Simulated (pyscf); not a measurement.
Structures and frequencies: ωB97X-D3(BJ)/def2-SVP in PySCF.

Question: What is the homolytic dissociation enthalpy (298 K, ωB97M-D3(BJ)/def2-TZVP) of the As–Ga bond of H₂Ga–AsH–InH₂, to GaH₂• + •HAs–InH₂?

Answer: As–Ga to GaH₂• + •HAs–InH₂: 65.0 kcal/mol. The 7 functionals that were run give +63.5 (M06-2X) to +75.6 kcal/mol (ωB97X-D3(BJ)). The radicals are drawn with the spin at the cut bond; how far it spreads was not checked. •HAs–InH₂ lies 5.8 kcal/mol over its isomer [H₂As–InH]•, and others may lie lower still (electronic energy, ωB97M-D3(BJ)). Elements up to Kr have no core potential and no relativistic terms here. Elements past Kr carry the def2 core potentials, without spin-orbit coupling.
